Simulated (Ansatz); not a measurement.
Z-matrix (Å, degrees):
```
Si
O 1 1.629
H 1 1.492 2 111.6
H 1 1.489 2 111.2 3 -120.6
H 1 1.488 2 109.1 3 119.6
In 2 1.969 1 139.7 3 31.5
O 6 1.969 2 110.2 1 7.5
H 6 1.681 2 124.9 1 -172.5
Si 7 1.629 6 139.6 2 7.3
H 9 1.489 7 111.2 6 -89.1
H 9 1.492 7 111.6 6 31.5
H 9 1.488 7 109.1 6 151.1
```

Total charge 0; spin multiplicity 1. In takes the def2 core potential.

Q: List the CAM-B3LYP/def2-TZVPP orbital energies in eV (Ansatz). (Estimate.)

A: Computed: Occupied: -1801.01, -1801.00, -522.04, -522.04, -145.49, -145.49, -130.04, -100.84, -100.84, -100.81, -100.81, -100.80, -100.80, -86.83, -86.49, -86.48, -28.36, -28.32, -23.74, -23.63, -23.62, -23.54, -23.25, -16.68, -16.13, -14.33, -12.68, -12.47, -12.18, -11.83, -11.62, -11.33, -10.25, -10.00, -9.69, -9.58. Lowest empty: -0.77, -0.57, 0.76, 1.47, 1.90, 2.42, 2.44, 2.75.
